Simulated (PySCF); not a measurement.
# CdTe: energy against distance

Set-up: PySCF, scalar-relativistic core potentials, basis sets Cd def2-TZVPPD with ECP28, Te def2-TZVPPD with ECP28. Energies in eV from Cd + Te in their ground configurations at the same level. All curves are PBE0. state 1: ³Π (triplet), unpaired electrons σ ↑, π ↑; state 2: ¹Σ⁺ (singlet), closed shell, a second solution, started from another occupation; state 3: Ms = 0 determinant of mixed spin (⟨S²⟩ near 1.0), unpaired electrons σ ↓, π ↑, a second solution, started from another occupation.

```json
{"R (Å)": "2.412", "state 1": "-0.1246", "state 2": "-0.5536", "state 3": "-0.0203"}
{"R (Å)": "2.525", "state 1": "-0.4411", "state 2": "-0.6528", "state 3": "-0.3307"}
{"R (Å)": "2.637", "state 1": "-0.6037", "state 2": "-0.6200", "state 3": "-0.4842"}
{"R (Å)": "2.721", "state 1": "-0.6568", "state 2": "-0.5411", "state 3": "-0.5285"}
{"R (Å)": "2.805", "state 1": "-0.6694", "state 2": "-0.4338", "state 3": "-0.5308"}
{"R (Å)": "2.889", "state 1": "-0.6537", "state 2": "-0.3096", "state 3": "-0.5034"}
{"R (Å)": "3.001", "state 1": "-0.6053", "state 2": "-0.1326", "state 3": "-0.4375"}
{"R (Å)": "3.142", "state 1": "-0.5226", "state 2": "0.0888", "state 3": "-0.3311"}
{"R (Å)": "3.310", "state 1": "-0.4166", "state 2": "0.3357", "state 3": "-0.1963"}
{"R (Å)": "3.534", "state 1": "-0.2917", "state 2": "0.6155", "state 3": "-0.0365"}
```

Task: Put a parabola through the three lowest points of the state 1 curve and estimate Re, k and ωe (reduced mass 60.69 u; 1 eV/Å² = 0.16022 mdyn/Å; ωe = 1302.8·√(k/μ) cm⁻¹).

Result: Through R = 2.721, 2.805, 2.889 Å the second-order coefficient is 2.01 eV/Å², so Re ≈ 2.800 Å, k ≈ 0.643 mdyn/Å and ωe ≈ 134 cm⁻¹. A polynomial fit of higher order to the unrounded PBE0 energies gives Re = 2.795 Å, k = 0.661 mdyn/Å, ωe = 136 cm⁻¹; anharmonicity and rounding make the difference.

The higher-order fit for each curve: state 1: Re = 2.795 Å, ωe = 136 cm⁻¹, De = 0.67 eV; state 2: Re = 2.545 Å, ωe = 206 cm⁻¹, minimum 0.65 eV below the ground-state fragments; state 3: Re = 2.767 Å, ωe = 148 cm⁻¹, minimum 0.53 eV below the ground-state fragments.

Spin–orbit coupling is left out, which matters for elements this heavy, above all for dissociation energies. The state was picked by a PBE0 search and need not be the measured ground state.
